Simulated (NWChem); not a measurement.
System: BNH4O; SMILES NBO

```xyz
7

B     -0.4917    -0.0570     0.0000
H     -1.7017    -0.0700     0.0000
O      0.1346    -1.2702     0.0000
H      1.0950    -1.2137     0.0000
N      0.1805     1.1786     0.0000
H     -0.3244     2.0532     0.0000
H      1.1858     1.2936     0.0000
```
Atoms are numbered in this order, from 1.

All runs: NWChem. Coordinates come from a PBE0/def2-SVP optimisation. Vzz is the largest principal value of the second derivative of the potential at the nucleus (NWChem prints the opposite sign); η is the asymmetry. Non-relativistic.

For level Hartree-Fock/cc-pVTZ:

```
Item           Result
-------------  ------
Vzz B1 (a.u.)   0.390
Vzz O3 (a.u.)   1.427
Vzz N5 (a.u.)  -0.772
```

What are these values for level CAM-B3LYP/cc-pVTZ?


- Vzz B1 (a.u.): 0.360
- Vzz O3 (a.u.): 1.350
- Vzz N5 (a.u.): -0.748
